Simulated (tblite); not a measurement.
A tight-binding relaxation on `[H]/N=C(/C=C)S(C)(=O)=O`.

Computed with GFN2-xTB geometry optimisation, gas phase (tblite 0.8.0). Start geometry: from a force field or distance geometry. The command runs a driver script over a list of jobs; the input below is this job's line of settings and its coordinates in Å.

Command:
```bash
OMP_NUM_THREADS=1 python probes_run.py task.json out
```

Input:
```
{"job": {"kind": "relax", "xc": "GFN2-xTB", "basis": "xTB"}, "charge": 0, "multiplicity": 1}
C      2.083600    -0.950600    -0.016800
C      1.724200     0.221300     0.492900
C      0.476900     0.882400     0.242500
N      0.280400     2.033900     0.819300
S     -0.776800     0.239900    -0.799700
C     -1.921600    -0.784600     0.125600
O     -0.210500    -0.494000    -1.971400
O     -1.587200     1.446800    -1.244800
H      1.458700    -1.523400    -0.687900
H      3.037800    -1.353400     0.255800
H      2.452400     0.694100     1.173400
H     -0.630200     2.501800     0.638200
H     -2.919500    -0.563700    -0.244700
H     -1.580200    -1.826600    -0.012400
H     -1.892300    -0.515700     1.208000
```

Output:
```
step      E/eV     max force
  0    -716.28893    5.647
  1    -716.71911    3.505
  2    -716.79280    1.558
  3    -716.82253    0.560
  4    -716.84189    0.523
  5    -716.86235    0.506
  6    -716.86875    0.259
  7    -716.87167    0.160
  8    -716.87430    0.251
  9    -716.87749    0.194
... (76 lines left out)
 86    -716.94706    0.039
 87    -716.94723    0.039
 88    -716.94738    0.048
 89    -716.94758    0.053
 90    -716.94773    0.037
 91    -716.94783    0.019
 92    -716.94789    0.018
 93    -716.94796    0.018
 94    -716.94800    0.013
 95    -716.94803    0.009
```

«max force» is the largest atomic force in eV/Å.

**Question.** From which step on does the largest force stay under 0.1 eV/Å, and how much energy is left to gain from there?

**Answer.** From step 61 (0.063 eV/Å), 4.3 meV above the end.

Summary of the converged run: energy lowered by 15.2 kcal/mol over 95 steps; largest atomic force 0.009 eV/Å at the end.

**Question.** Where do the atoms end?

**Answer.** 0.376 Å rms from the input after alignment:
```
atom  x, y, z in Å
C1     1.8426   -1.0032   -0.0288
C2     1.6075    0.1422    0.6026
C3     0.5267    1.0350    0.2618
N4     0.4066    2.1982    0.6879
S5    -0.8317    0.3818   -0.8401
C6    -1.6868   -0.8811    0.1656
O7    -0.3273   -0.2567   -2.0302
O8    -1.7370    1.4909   -1.0084
H9     1.2402   -1.3243   -0.8623
H10    2.6730   -1.6306    0.2491
H11    2.2449    0.4906    1.4055
H12   -0.4157    2.6886    0.3377
H13   -2.5551   -1.2061   -0.3935
H14   -1.0073   -1.7048    0.3372
H15   -1.9852   -0.4124    1.0939
```

On one thread, AMD EPYC (x86_64) (shared host), this took 1.9 s of wall time.
Labels such as C1 count atoms from 1, the log's own numbers from 0.
